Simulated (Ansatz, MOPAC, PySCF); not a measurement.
The molecule ZnSe, closed-shell singlet (lowest of 2S+1 = 1, 3 at CCSD(T)/def2-TZVPP on PBE0 minima; our sources give no spin for the ground state, which may be another). No spin–orbit coupling. Zn is treated without relativity. Se is treated without relativity.

Seven points along R, fitted to fifth degree in 1/R; most abundant isotopes. In def2 and cc sets the state is the lowest found near the PBE0 minimum, followed along R. The singlet is held restricted.

Correlated levels freeze the inner cores; with def2 sets outer-core shells near the valence are correlated too. CBS: X⁻³ extrapolation of the correlation energy, Hartree–Fock from the larger set. Rows in 3-21G carry no dispersion term and start afresh at each structure; the Pople sets are all-electron and without relativity. The state that PM6 reach isn't checked.

Programs: Ansatz (a quantum-chemistry and plane-wave program) with Gaussian orbitals; MOPAC for PM6 (differences of heats of formation); PySCF for 3-21G rows. Each number belongs to the level named beside it.

### Question
What bond length and harmonic frequency does PM6 give?

### Answer
r_e = 2.202 Å, ω_e = 264 cm⁻¹.

### Question
What bond length and harmonic frequency does HF/3-21G give?

### Answer
r_e = 2.237 Å, ω_e = 296 cm⁻¹.

### Question
What bond length and harmonic frequency does CCSD(T)/CBS(def2-TZVPP, def2-QZVPP) give?

### Answer
r_e = 2.161 Å, ω_e = 334 cm⁻¹.

Doubts at one or more of the structures used: a restricted determinant that unrestricted orbitals would lower (CCSD(T)/CBS(def2-TZVPP, def2-QZVPP)).
